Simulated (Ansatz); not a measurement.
`N#Cc1cccs1` + H₂O → `Oc1cccs1` + `C#N` at 400 K and 1 bar (formal hydrolysis of a C–C bond).

Isolated molecules relaxed with PBE0-D4/def2-TZVP in Ansatz; ΔE leaves out vibrations. CBS: MP2 limit from def2 TZ/QZ plus the TZ coupled-cluster correction, frozen cores. This one scheme is used for every species. Each species was taken in one conformer, which may not be the lowest.

| species | CCSD(T)/CBS energy (Eh) | H − E (kJ/mol) | S (J/(mol·K)) |
| --- | --- | --- | --- |
| `N#Cc1cccs1` | -644.51364 | 201.9 | 354.7 |
| H₂O | -76.37941 | 69.8 | 198.6 |
| `Oc1cccs1` | -627.54061 | 214.2 | 341.0 |
| `C#N` | -93.32098 | 56.1 | 211.9 |

H − E and S are ideal-gas, rigid-rotor, harmonic terms from PBE0-D4/def2-TZVP, for one conformer and one mirror image of each species. 1 Eh = 2625.50 kJ/mol, R = 8.31446 J/(mol·K).

Question: By hand: ΔE, ΔH, ΔS and ΔG.

Answer: ΔE = (-627.54061) + (-93.32098) − (-644.51364) − (-76.37941) = 0.03146 Eh = 82.6 kJ/mol. Δ(H − E) = 214.2 + 56.1 − 201.9 − 69.8 = -1.4, so ΔH = 81.2 kJ/mol. ΔS = 341.0 + 211.9 − 354.7 − 198.6 = -0.4 J/(mol·K). ΔG = 81.2 − 400 × (-0.4)/1000 = 81.4 kJ/mol.

Question: By hand: the equilibrium constant, and the temperature at which ΔG would vanish if ΔH and ΔS stayed fixed.

Answer: log₁₀ K = −ΔG/(RT ln 10) = -10.6. ΔH and −TΔS have one sign here, so there is no such temperature.

The number of gas molecules stays the same, so ΔS is small and ΔH decides. A doubt of 5 kJ/mol in ΔE shifts log₁₀ K by 0.7 here. Other conformers and mirror images would add mixing entropy, several J/(mol·K) or more a flexible species. These are equilibria of isolated gas molecules and say nothing of rates. Largest T1 diagnostic: 0.014 (customary marks: 0.02 for closed shells, 0.045 for open ones).

ΔS is within the doubt of such terms, so its sign, and with it that verdict, could turn.
